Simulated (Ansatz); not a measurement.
Saddle point of Si$_{3}$H$_{10}$O, singlet (Si₂H₆ ([SiH3][SiH3]) + SiH₄O ([OH][SiH3]) → Si₂H₆O ([SiH3][O][SiH3]) + SiH₄; bonds formed: Si1–O7, Si2–H6; bonds broken: Si1–Si2, H6–O7), PBE0-D4/def2-TZVP structure:

```csv
atom,x (Å),y (Å),z (Å)
Si1,-1.1924,-0.3460,0.3413
Si2,0.7911,0.0359,2.1737
H3,-2.0005,-0.6141,-0.9085
H4,-1.2066,-1.6783,1.0013
H5,-1.9646,0.7134,1.0291
H6,0.7880,0.3573,0.0593
O7,0.1452,0.2262,-0.7527
Si8,0.3352,0.2917,-2.4510
H9,1.7434,1.1653,2.4473
H10,-0.2250,0.1122,3.2686
H11,1.5736,-1.2159,2.4298
H12,-0.6831,1.2116,-2.9990
H13,0.1916,-1.0745,-2.9964
H14,1.7041,0.8154,-2.6431
```

Energies are electronic, without zero-point energy. Barriers and step energies count from the start structure reached by relaxing down the imaginary mode; all methods use the PBE0-D4 structures, on which another method's saddle can fall below an end. Program: Ansatz 0.2.0. Basis: def2-TZVPP, with def2-QZVPP for the basis limit. Cores are frozen in the correlated methods. B3LYP uses VWN-RPA correlation. Extrapolation: Hartree–Fock as exp(−7.88 √X), correlation as X^−2.97.

| method | barrier (kcal/mol) | step energy (kcal/mol) |
| --- | --- | --- |
| SPW92 | 27.93 | -17.12 |
| PBE-D4 | 34.76 | -17.28 |
| BLYP-D4 | 37.91 | -22.28 |
| r2SCAN-D4 | 37.97 | -21.68 |
| B97M-V | 40.84 | -21.92 |
| PBE0-D4 | 38.55 | -19.31 |
| B3LYP-D4 | ? | -23.62 |
| r2SCAN0-D4 | 40.25 | -22.56 |
| BHLYP-D4 | 45.03 | -26.21 |
| CAM-B3LYP-D4 | ? | -25.02 |
| wB97X-V | 43.36 | -22.85 |
| wB97M-V | 40.59 | -23.70 |
| B2PLYP | 42.01 | -24.64 |
| PBE-QIDH | ? | -22.42 |
| RPA on PBE | 43.14 | -24.08 |
| HF | 55.57 | -30.35 |
| MP2 | 41.54 | -25.15 |
| CCSD | 44.96 | -24.43 |
| CCSD(T) | 42.60 | -23.49 |

Problem. Fill in the withheld barriers. (Judge from chemistry; the value comes from the calculation.)

Solution. By the calculation: B3LYP-D4 40.74; PBE-QIDH 41.23; CAM-B3LYP-D4 42.33 kcal/mol. Each is the energy of the saddle less that of the start structure, by the same method.

For comparison, the barrier by CCSD(T) at an estimated basis limit (MP2 extrapolated from triple and quadruple zeta, plus CCSD(T) − MP2 in triple zeta) is 42.21 kcal/mol.

No T1 diagnostic of these runs exceeds 0.014.

Labels in which every atom is bracketed show which atoms are joined, not bond orders.

For scale, one of the runs: CCSD(T)/def2-TZVPP, 297 basis functions, launched by `ansatz run in.yaml --threads 8 --pin off --events-out ev --progress --plain --max-ram 19148MiB`. The run took 2.1 min on 8 CPU threads of an Arm Neoverse V1 (shared host), with 9 GiB of host memory at its peak.
